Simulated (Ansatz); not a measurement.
Reactions of C2H6O2Si2 (`O[SiH](O)C#C[SiH3]`).

Calculated with Ansatz (gas phase, PBE0-D4/def2-TZVP geometries, no zero-point term in ΔE). CCSD(T)/CBS is the MP2 limit (def2-TZVPP, def2-QZVPP) plus CCSD(T) − MP2 in def2-TZVPP, frozen cores. This one scheme is used for every species. DFT in def2-TZVPP. B3LYP here is the variant with VWN-RPA as its local correlation; programs differ in this. For Br, Ge outer-core shells are correlated without core-valence functions, which leaves a few kJ/mol of doubt a bond. Scalar relativity is left out up to krypton. Each species was taken in one conformer, which may not be the lowest.

```csv
reaction,PBE-D4 (kcal/mol),B3LYP-D4 (kcal/mol),PBE0-D4 (kcal/mol),CCSD(T)/CBS(def2) (kcal/mol)
`O[SiH](O)C#C[SiH3]` + `C[SiH](F)S` → `C[SiH](F)S[SiH](O)O` + `C#C[SiH3]`,-10.1,-9.3,-10.2,-9.4
`O[SiH](O)C#C[SiH3]` + `[NH2][GeH2][OH]` → `[OH][GeH2][NH][SiH](O)O` + `C#C[SiH3]`,-12.5,-14.0,-13.3,-14.4
`O[SiH](O)C#C[SiH3]` + H–F → `O[SiH](O)F` + `C#C[SiH3]`,-26.2,-29.1,-27.2,-28.7
`O[SiH](O)C#C[SiH3]` + `F[SiH2]CS` → `O[SiH](O)C[SiH2]F` + `[SiH3]C#CS`,-3.5,-2.0,-3.1,-0.3
`O[SiH](O)C#C[SiH3]` + `[NH2][AlH2]` → `[AlH2][NH]C#C[SiH3]` + `O[SiH2]O`,15.9,17.3,16.3,20.7
`O[SiH](O)C#C[SiH3]` + CH₃SH → `CS[SiH](O)O` + `C#C[SiH3]`,-6.7,-5.7,-6.7,-6.2
`O[SiH](O)C#C[SiH3]` + HBr → `O[SiH](O)Br` + `C#C[SiH3]`,-15.0,-14.9,-15.7,-15.8
```

Largest T1 diagnostic: 0.014, for `[AlH2][NH]C#C[SiH3]`.
